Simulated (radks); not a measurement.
Results of a calculation; reference values are marked as such.
Ionisation of the silver ion Ag3+, [Kr] 4d8, to [Kr] 4d7 as the strength of local exchange is varied. Code: a radial shooting solver on a logarithmic mesh with Libxc functionals. Model: scalar-relativistic Kohn-Sham, Slater X-alpha exchange (alpha = 2/3 is LDA exchange), no correlation, spin-unpolarised, spherical densities, finite nucleus; Fermi nuclear charge, rms radius 4.5454 fm.

| alpha | E(Ag3+) (hartree) | exchange (hartree) | IE (eV) | -e of the level emptied (eV) | <r> of it (bohr) |
|---|---|---|---|---|---|
| 0.603 | -5291.02232 | -124.96583 | 48.683 | 40.856 (4d) | 1.270 |
| 0.613 | -5293.09928 | -127.08620 | 48.923 | 41.082 (4d) | 1.268 |
| 0.667 | -5304.32839 | -138.56316 | 50.234 | 42.313 (4d) | 1.256 |
| 0.726 | -5316.62338 | -151.15476 | 51.690 | 43.684 (4d) | 1.243 |
| 0.918 | -5356.82299 | -192.50579 | 56.603 | 48.330 (4d) | 1.204 |
| 0.962 | -5366.07604 | -202.06273 | 57.767 | 49.434 (4d) | 1.195 |

NIST Atomic Spectra Database: 49 +/- 1.7 eV (theoretical). The Delta-SCF value meets it near alpha = 0.62. Spin polarisation and multiplet splitting are left out, so open shells lie too high by an amount that depends on their filling.

Beside tabulated values, note that spin-unpolarised runs miss the spin-polarisation part of the exchange energy of open shells.
